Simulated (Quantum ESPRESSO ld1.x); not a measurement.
Question: Lu37+, configuration [Ar] 3d10 4s2 4p4 (the NIST ground configuration). Calculated with ld1.x of Quantum ESPRESSO 7.5: Dirac Kohn-Sham, PW91, spin-unpolarised, spherical densities, point nucleus; open shells are shared between the two j in proportion to 2j + 1.

Spin-orbit splittings of the eigenvalues, e(l+1/2) - e(l-1/2), with zeta = 2 splitting/(2l+1) and mean radii in bohr:

shell  occ.  splitting (eV)  zeta (eV)  <r> j=l-1/2  <r> j=l+1/2
2p        6            1120      746.6      0.06733      0.07492
3p        6           246.4      164.3       0.1991       0.2125
3d       10           54.39      21.76       0.1859       0.1900
4p        4               ?          ?       0.4225       0.4422

Estimate the 4p splitting.

Answer: 77.61 eV (zeta = 51.74 eV).
